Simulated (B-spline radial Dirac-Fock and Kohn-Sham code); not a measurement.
Dipole and non-dipole photoemission parameters of Er⁺ 6s

System: Er⁺ in the configuration 1s2 2s2 2p6 3s2 3p6 3d10 4s2 4p6 4d10 4f12 5s2 5p6 6s1; threshold 11.49 eV (orbital energy of the model). These are calculated numbers from a radial B-spline solver; the model is Dirac-Hartree-Slater photoionisation with a Latter tail; cross sections with all multipoles, angular parameters from the dipole term and its interference with E2.

For linearly polarised light dσ/dΩ = σ/(4π) [1 + β P₂(cos θ) + (δ + γ cos²θ) sin θ cos φ], with θ from the polarisation vector and φ the angle between the beam and the projection of the electron momentum on the plane normal to the polarisation.

```
hν (eV)   σ (kb)      β       γ
   57.3     10.6  1.498  -0.044
     60     10.1  1.518  -0.033
   69.9     9.09  1.590  -0.008
   79.1     8.56  1.651   0.019
   82.2     8.43  1.669   0.028
   85.2     8.29  1.685   0.039
   87.2     8.19  1.694   0.045
   88.3     8.14  1.699   0.048
   95.3     7.81  1.728   0.071
    150     5.14  1.829   0.200
    152     5.06  1.831   0.204
    159     4.79  1.837   0.215
    197     3.65  1.860   0.262
    200     3.58  1.862   0.265
    228     3.00  1.872   0.288
    260        ?      ?       ?
    278     2.29  1.887   0.319
    300     2.06  1.891   0.330
    340     1.73  1.899   0.346
    400     1.38  1.908   0.362
    488     1.03  1.917   0.377
 1253.6    0.245  1.947   0.302
   1290    0.234  1.947   0.296
   2570   0.0731  1.959   0.078
   3340   0.0457  1.962  -0.015
 8047.8  0.00864  1.969  -0.110
   9090  0.00678  1.969  -0.069
  12000  0.00386  1.970   0.091
  12900  0.00333  1.970   0.149
  13900  0.00285  1.970   0.218
```

Task: Give the values at 260 eV.

Result: σ = 2.51 kb, β = 1.882, γ = 0.309. For an s subshell δ is negligible.
